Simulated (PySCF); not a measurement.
H7InSi2, SMILES [InH]([SiH3])[SiH3].

Geometry optimised at PBE-D3(BJ)/def2-SVP. The structure was generated by enumeration; whether it is a known compound was not checked. The def2 effective core potentials stand for the cores of In; spin–orbit coupling is left out.

All values below come from CAM-B3LYP/def2-TZVP in PySCF.

Isolated molecule, no solvent.

| Property | Value |
|---|---|
| total energy | -773.30361 hartree |
| highest occupied level | -8.19 eV |
| lowest empty level | -1.50 eV |
| orbital gap | 6.69 eV |
| dipole moment | 0.07 D |
| quadrupole, principal values (traceless, Buckingham form, about the centre of nuclear charge) | -5.95, -2.67, 8.62 D·Å |
| mean static polarisability | 107.0 bohr³ (15.86 Å³) |
| polarisability, principal values | 77.4, 100.9, 142.8 bohr³ |
